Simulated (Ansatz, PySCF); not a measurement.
Bi(Me)(OH)2 (CH5BiO2), SMILES [CH3][Bi]([OH])[OH]. Atoms are numbered in the order given.

```xyz
9

Bi    -0.0566    -0.0857     0.2612
C      1.3988     1.2077    -0.9588
H      2.4360     0.9402    -0.7080
H      1.2241     2.2719    -0.7413
H      1.2226     1.0206    -2.0293
O      0.4354    -1.8606    -0.7688
H      0.7067    -1.6727    -1.6796
O     -1.7515     0.5490    -0.8240
H     -1.5177     0.7772    -1.7360
```

Geometry optimised at B3LYP-D3(BJ)/def2-SVP. The structure was generated by enumeration; whether it is a known compound was not checked. The def2 effective core potentials stand for the cores of Bi; spin–orbit coupling is left out. One conformer was computed; it need not be the lowest.

Two levels are set side by side: PBE-D3(BJ)/def2-SVP (Ansatz, a program for electronic structure) and B3LYP-D3(BJ)/def2-SVP (Ansatz). Each level has its own optimised geometry; the coordinates shown are those of the second. Frequencies come from the Hessian of PySCF at each geometry. Differences are taken from unrounded values.

| quantity | B3LYP-D3(BJ) |
|---|---|
| mean bond length (Å) | 1.470 |
| bond Bi1–C2 (Å) | 2.298 |
| bond Bi1–O6 (Å) | 2.110 |
| bond Bi1–O8 (Å) | 2.110 |
| bond C2–H3 (Å) | 1.100 |
| bond C2–H4 (Å) | 1.100 |
| bond C2–H5 (Å) | 1.101 |
| bond O6–H7 (Å) | 0.969 |
| bond O8–H9 (Å) | 0.969 |
| highest harmonic wavenumber (cm⁻¹) | 3803 |
| mean harmonic wavenumber (cm⁻¹) | 1266 |
| zero-point energy (kcal/mol) | 38.00 |

### Question
What does PBE-D3(BJ) give, and how far is it from B3LYP-D3(BJ)? (An estimate is asked for; the answer gives what the named calculation found.)

### Answer

| quantity | PBE-D3(BJ) | PBE-D3(BJ) minus B3LYP-D3(BJ) |
|---|---|---|
| mean bond length (Å) | 1.480 | 0.010 |
| bond Bi1–C2 (Å) | 2.304 | 0.006 |
| bond Bi1–O6 (Å) | 2.128 | 0.018 |
| bond Bi1–O8 (Å) | 2.128 | 0.018 |
| bond C2–H3 (Å) | 1.108 | 0.007 |
| bond C2–H4 (Å) | 1.108 | 0.007 |
| bond C2–H5 (Å) | 1.109 | 0.008 |
| bond O6–H7 (Å) | 0.978 | 0.009 |
| bond O8–H9 (Å) | 0.978 | 0.009 |
| highest harmonic wavenumber (cm⁻¹) | 3688 | -115 |
| mean harmonic wavenumber (cm⁻¹) | 1234 | -32 |
| zero-point energy (kcal/mol) | 37.05 | -0.96 |

GGA bonds tend to be longer and softer than those of functionals with exact exchange. Differences between two approximate levels are no errors against the true value.
